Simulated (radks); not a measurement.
Ionisation of neutral iron, [Ar] 3d6 4s2, to [Ar] 3d6 4s1 as the strength of local exchange is varied. Method: Dirac Kohn-Sham, Slater X-alpha exchange (alpha = 2/3 is LDA exchange), no correlation, spin-unpolarised, spherical densities, point nucleus; open shells fill j = l - 1/2 first; computed with a radial shooting solver on a logarithmic mesh with Libxc functionals.

alpha  E(Fe) (hartree)  exchange (hartree)  IE (eV)  -e of the level emptied (eV)  <r> of it (bohr)
0.607      -1263.46592           -46.28663    7.585                 4.179 (4s1/2)             3.078
0.667      -1268.04962           -51.04883    7.962                 4.518 (4s1/2)             3.030
0.779      -1276.65075           -60.02681    8.690                 5.182 (4s1/2)             2.945
0.842      -1281.51450           -65.12736    9.113                 5.573 (4s1/2)             2.898
0.924      -1287.87262           -71.82030    9.679                 6.098 (4s1/2)             2.841

NIST Atomic Spectra Database: 7.902 eV (measured). The Delta-SCF value meets it near alpha = 0.66. Spin polarisation and multiplet splitting are left out, so open shells lie too high by an amount that depends on their filling.

Beside tabulated values, note that spin-unpolarised runs miss the spin-polarisation part of the exchange energy of open shells.
